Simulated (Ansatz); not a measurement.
Species: VF$_{2}$ (charge 0, quartet). The spin state was set by rule; other spins were not relaxed. 
Geometry from a B3LYP-D3(BJ)/def2-TZVP (Ansatz, a program for electronic structure) optimisation:
```
V
F 1 1.7795
F 1 1.7795 2 180.00
```
Charge 0, spin multiplicity 4.

Basis-set convergence of Hartree-Fock and CCSD correlation energies (hartree) with Ansatz. Correlated levels leave the core frozen unless marked. Open shells are spin-unrestricted. Spin-orbit coupling is left out. The frozen core is the preceding noble-gas configuration, with the filled d and f shells of earlier blocks. Non-relativistic.

| basis | functions | E(HF) | E(corr, CCSD) |
|---|---|---|---|
| def2-SVP | 59 | -1141.60628 | -0.45333 |
| def2-TZVPP | 126 | [?] | [?] |

Complete the blanks.


- def2-TZVPP, E(HF): -1141.99382
- def2-TZVPP, E(corr, CCSD): -0.60729
